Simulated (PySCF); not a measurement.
**Bond curve of KMg**

Set-up: K def2-SVPD, Mg def2-SVPD; no relativity (PySCF 2.14). Energies in eV from K + Mg in their ground configurations at the same level. State: ²Σ⁺ (doublet), unpaired electrons σ ↑.

```csv
R (Å),ROHF
3.397,0.2971
3.555,0.2096
3.713,0.1480
3.832,0.1144
3.950,0.0887
4.069,0.0691
4.226,0.0499
4.424,0.0338
4.661,0.0215
4.977,0.0122
```

Hartree–Fock leaves out correlation, which carries a large part of most bond energies and some tenths to 1 eV of ionisation energies. The state is the lowest determinant that a PBE0 search found; another state may lie lower at other levels.
